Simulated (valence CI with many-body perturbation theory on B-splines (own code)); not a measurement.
**E1 transitions of Er⁶⁰⁺**

Level of theory: relativistic CI+MBPT: six valence electrons over a frozen Dirac-Fock core [He], radial functions for each j: 9 s, 9 p, 8 d, 6 f, 3 g, 1 h, with the one-electron correlation potential Σ1, the two-electron term Σ2, the three-electron term Σ3, Breit, model QED; selected CI, second order for the rest, scaled by the run's own slope (own B-spline code, finite nucleus).

No measured spectrum was set against this ion. As an estimate, large intervals hold to a few tenths of a per cent, small ones and those within an open d or f shell to about a per cent. Among the levels kept, up to 2100 cm⁻¹ of a level comes from second order outside the variational space, and about a tenth of that is noise between levels of different J, which matters for small intervals.

Lines 1 to 50 of 197 in falling wavelength, among levels below 638.87 Ry, chosen from the strongest by gf and those to the six lowest levels. Wavelengths and rates use the calculated energies. Electric multipoles are in the length gauge with retardation, E1 and E2 with the static RPA response of the core. Weak lines are less certain than strong ones. Lines between different terms over intervals too small for the method are left out, as are lines whose strength nearly cancels. The highest levels of a list are the least certain.

Levels are named by their leading jj configuration (3d3/2^4 stands for four electrons in 3d with j = 3/2), which in mixed levels can hold well under half, so a name can repeat and another be missing. Letters in brackets count levels of one name in rising energy.

```csv
λ vac (Å),Upper,Lower,A (s⁻¹),S (a.u.)
137.3,(2s 2p1/2^2 2p3/2^2 3p1/2) J=3,(2s 2p1/2^2 2p3/2^2 3s) J=2 [a],4.41e+09,3.95e-02
127.2,(2s^2 2p1/2 2p3/2^2 3p1/2) J=3,(2s^2 2p1/2 2p3/2^2 3s) J=2 [b],5.89e+09,4.19e-02
123.8,(2s^2 2p1/2 2p3/2^2 3p1/2) J=1 [b],(2s^2 2p1/2 2p3/2^2 3s) J=1 [b],7.78e+09,2.19e-02
123.7,(2s^2 2p1/2^2 2p3/2 3p1/2) J=2,(2s^2 2p1/2^2 2p3/2 3s) J=1,5.86e+09,2.74e-02
122.2,(2s^2 2p1/2 2p3/2^2 3p1/2) J=2 [a],(2s^2 2p1/2 2p3/2^2 3s) J=1 [a],4.73e+09,2.13e-02
119.9,(2s^2 2p1/2 2p3/2^2 3p1/2) J=1 [b],(2s^2 2p1/2 2p3/2^2 3s) J=0,4.37e+09,1.12e-02
118.7,(2s^2 2p1/2 2p3/2^2 3p1/2) J=1 [a],(2s^2 2p1/2 2p3/2^2 3s) J=2 [a],1.10e+10,2.72e-02
117.9,(2s^2 2p1/2 2p3/2^2 3p1/2) J=3,(2s^2 2p1/2 2p3/2^2 3s) J=3,6.16e+09,3.49e-02
116.1,(2s^2 2p1/2^2 2p3/2 3p1/2) J=1,(2s^2 2p1/2^2 2p3/2 3s) J=2,1.20e+10,2.79e-02
114.3,(2s^2 2p1/2^2 2p3/2 3p1/2) J=2,(2s^2 2p1/2^2 2p3/2 3s) J=2,8.06e+09,2.97e-02
110.3,(2s^2 2p1/2 2p3/2^2 3p1/2) J=2 [a],(2s^2 2p1/2 2p3/2^2 3s) J=2 [a],7.22e+09,2.39e-02
106.6,(2s 2p1/2^2 2p3/2^2 3p1/2) J=2,(2s 2p1/2^2 2p3/2^2 3s) J=3,1.45e+10,4.33e-02
106.2,(2s^2 2p1/2^2 2p3/2 3d3/2) J=3,(2s^2 2p1/2^2 2p3/2 3p3/2) J=3,2.95e+09,1.22e-02
105.3,(2s 2p1/2^2 2p3/2^2 3p1/2) J=3,(2s 2p1/2^2 2p3/2^2 3s) J=3,9.25e+09,3.73e-02
94.29,(2s^2 2p1/2 2p3/2^2 3p1/2) J=2 [b],(2s^2 2p1/2 2p3/2^2 3s) J=2 [b],5.81e+09,1.20e-02
89.08,(2s^2 2p1/2 2p3/2^2 3p1/2) J=2 [b],(2s^2 2p1/2 2p3/2^2 3s) J=3,2.11e+10,3.69e-02
87.28,(2s^2 2p1/2 2p3/2^2 3p1/2) J=0,(2s^2 2p1/2 2p3/2^2 3s) J=1 [b],3.75e+10,1.23e-02
81.38,(2s^2 2p1/2 2p3/2^2 3p1/2) J=2 [b],(2s^2 2p1/2 2p3/2^2 3s) J=1 [a],5.31e+09,7.07e-03
75.16,(2s^2 2p1/2^2 2p3/2 3d5/2) J=2,(2s^2 2p1/2^2 2p3/2 3p3/2) J=2,1.75e+10,1.84e-02
74.12,(2s^2 2p1/2^2 2p3/2 3d5/2) J=1,(2s^2 2p1/2^2 2p3/2 3p3/2) J=0,2.60e+10,1.57e-02
68.99,(2s^2 2p1/2^2 2p3/2 3d5/2) J=3,(2s^2 2p1/2^2 2p3/2 3p3/2) J=2,5.26e+10,5.97e-02
68.70,(2s^2 2p1/2^2 2p3/2 3d5/2) J=4,(2s^2 2p1/2^2 2p3/2 3p3/2) J=3,6.40e+10,9.21e-02
65.01,(2s^2 2p1/2^2 2p3/2 3d5/2) J=2,(2s^2 2p1/2^2 2p3/2 3p3/2) J=1,4.55e+10,3.08e-02
60.25,(2s^2 2p1/2^2 2p3/2 3d5/2) J=3,(2s^2 2p1/2^2 2p3/2 3p3/2) J=3,1.46e+10,1.10e-02
57.29,(2s^2 2p1/2^2 2p3/2 3d5/2) J=1,(2s^2 2p1/2^2 2p3/2 3p3/2) J=1,5.02e+10,1.40e-02
39.39,(2s 2p1/2^2 2p3/2^2 3p1/2) J=2,(2s^2 2p1/2 2p3/2^2 3p1/2) J=1 [a],2.30e+10,3.47e-03
36.46,(2s 2p1/2^2 2p3/2^3) J=2,(2s^2 2p1/2 2p3/2^3) J=2,3.31e+10,3.95e-03
34.65,(2s^2 2p1/2 2p3/2^2 3p3/2) J=1 [a],(2s^2 2p1/2 2p3/2^2 3s) J=2 [b],2.55e+11,1.57e-02
34.57,(2s 2p1/2^2 2p3/2^3) J=2,(2s^2 2p1/2 2p3/2^3) J=1,4.11e+10,4.20e-03
33.68,(2s^2 2p1/2 2p3/2^2 3p3/2) J=0,(2s^2 2p1/2 2p3/2^2 3s) J=1 [a],6.26e+11,1.18e-02
33.60,(2s^2 2p1/2 2p3/2^2 3p3/2) J=2 [a],(2s^2 2p1/2 2p3/2^2 3s) J=1 [a],3.14e+11,2.94e-02
33.52,(2s^2 2p1/2^2 2p3/2 3p3/2) J=1,(2s^2 2p1/2^2 2p3/2 3s) J=1,5.27e+11,2.94e-02
33.50,(2s^2 2p1/2 2p3/2^2 3p3/2) J=3 [b],(2s^2 2p1/2 2p3/2^2 3s) J=2 [b],2.80e+11,3.64e-02
33.46,(2s^2 2p1/2 2p3/2^2 3p3/2) J=2 [b],(2s^2 2p1/2 2p3/2^2 3s) J=1 [b],1.81e+11,1.68e-02
32.91,(2s^2 2p1/2 2p3/2^2 3p3/2) J=4,(2s^2 2p1/2 2p3/2^2 3s) J=3,6.95e+11,1.10e-01
32.82,(2s^2 2p1/2^2 2p3/2 3p3/2) J=3,(2s^2 2p1/2^2 2p3/2 3s) J=2,7.00e+11,8.55e-02
32.82,(2s^2 2p1/2 2p3/2^2 3p3/2) J=3 [b],(2s^2 2p1/2 2p3/2^2 3s) J=3,3.97e+11,4.85e-02
32.79,(2s^2 2p1/2^2 2p3/2 3p3/2) J=1,(2s^2 2p1/2^2 2p3/2 3s) J=2,1.25e+11,6.51e-03
32.75,(2s^2 2p1/2^2 2p3/2 3d3/2) J=2,(2s^2 2p1/2^2 2p3/2 3p1/2) J=2,2.34e+11,2.03e-02
32.74,(2s^2 2p1/2 2p3/2^2 3p3/2) J=1 [a],(2s^2 2p1/2 2p3/2^2 3s) J=1 [a],1.34e+11,6.98e-03
32.63,(2s^2 2p1/2 2p3/2^2 3p3/2) J=2 [a],(2s^2 2p1/2 2p3/2^2 3s) J=2 [a],2.64e+11,2.27e-02
32.63,(2s^2 2p1/2 2p3/2^2 3d3/2) J=1,(2s^2 2p1/2 2p3/2^2 3p1/2) J=2 [a],8.27e+10,4.25e-03
32.61,(2s^2 2p1/2^2 2p3/2 3d3/2) J=2,(2s^2 2p1/2^2 2p3/2 3p1/2) J=1,2.46e+11,2.11e-02
32.58,(2s^2 2p1/2 2p3/2^2 3p3/2) J=3 [a],(2s^2 2p1/2 2p3/2^2 3s) J=2 [a],7.32e+11,8.74e-02
32.46,(2s^2 2p1/2 2p3/2^2 3d3/2) J=2,(2s^2 2p1/2 2p3/2^2 3p1/2) J=2 [a],2.24e+11,1.89e-02
32.12,(2s^2 2p1/2^2 2p3/2 3d3/2) J=3,(2s^2 2p1/2^2 2p3/2 3p1/2) J=2,5.00e+11,5.72e-02
32.01,(2s^2 2p1/2 2p3/2^2 3p3/2) J=2 [c],(2s^2 2p1/2 2p3/2^2 3s) J=1 [b],5.46e+11,4.41e-02
31.96,(2s^2 2p1/2 2p3/2^2 3d3/2) J=1,(2s^2 2p1/2 2p3/2^2 3p1/2) J=1 [a],3.90e+11,1.89e-02
31.85,(2s^2 2p1/2^2 2p3/2 3d3/2) J=1,(2s^2 2p1/2^2 2p3/2 3p1/2) J=2,9.51e+10,4.55e-03
31.80,(2s^2 2p1/2 2p3/2^2 3d3/2) J=2,(2s^2 2p1/2 2p3/2^2 3p1/2) J=1 [a],2.35e+11,1.87e-02
```
